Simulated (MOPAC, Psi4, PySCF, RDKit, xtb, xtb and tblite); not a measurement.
Two geometries of SMILES B(O)(c1cccs1)O, singlet, relaxed at GFN2-xTB with one dihedral held; other torsions can differ between them too.

Structure A

```
13

O     -0.2319    -0.7589     0.3289
B     -1.5334    -0.3929     0.3962
O     -1.8497     0.8047     0.9575
C     -2.5807    -1.2980    -0.3305
C     -2.3740    -2.4860    -0.9764
C     -3.5403    -3.0550    -1.5263
C     -4.6439    -2.2976    -1.2957
S     -4.2722    -0.8790    -0.4064
H      0.3174    -0.4135     1.0319
H     -2.7723     1.0546     0.9412
H     -1.3967    -2.9275    -1.0495
H     -3.5580    -3.9844    -2.0674
H     -5.6577    -2.4813    -1.5918
```

Structure B

```
13

O     -2.1828    -1.5101     0.8814
B     -1.6705    -0.3709     0.3405
O     -2.5276     0.5849    -0.0785
C     -0.1402    -0.1045     0.1758
C      0.4798     0.9977    -0.3451
C      1.8872     0.9201    -0.3494
C      2.3426    -0.2487     0.1713
S      1.0588    -1.2690     0.6736
H     -1.5522    -2.1684     1.1689
H     -3.4483     0.3545     0.0529
H     -0.0782     1.8392    -0.7136
H      2.5307     1.6970    -0.7224
H      3.3551    -0.5795     0.2935
```

Problem. Which is lower in energy at the level Psi4 with DF-MP2 (frozen core)/cc-pVTZ // GFN2-xTB, and by how much?

Solution. B is lower, by 9.25 kJ/mol (dihedral H9–O1–B2–O3: 30° in A, 180° in B).

E(B) − E(A) in kJ/mol at the other levels, on the same two geometries: GFN2-xTB (xtb and tblite) -9.82; B3LYP/def2-SVP // GFN2-xTB (Psi4) -9.27; B3LYP-D3(BJ)/def2-SVP // GFN2-xTB (Psi4) -9.24; PBE/def2-SVP // GFN2-xTB (Psi4) -9.14; PBE-D3(BJ)/def2-SVP // GFN2-xTB (Psi4) -9.12; HF/cc-pVTZ // GFN2-xTB (Psi4) -9.29; UFF // GFN2-xTB (RDKit) 8.77; PM3, restricted, heats of formation // GFN2-xTB (MOPAC) -7.82; PM6, restricted, heats of formation // GFN2-xTB (MOPAC) -7.87; GFN1-xTB // GFN2-xTB (xtb) -9.16; restricted B3LYP/6-31G*, spherical d, density fitting // GFN2-xTB (PySCF) -9.81; restricted Hartree-Fock/STO-3G // GFN2-xTB (PySCF) -13.91; restricted Hartree-Fock/LANL2DZ, with its core potentials past Ne // GFN2-xTB (PySCF) -10.17; restricted Hartree-Fock/3-21G // GFN2-xTB (PySCF) -10.11.
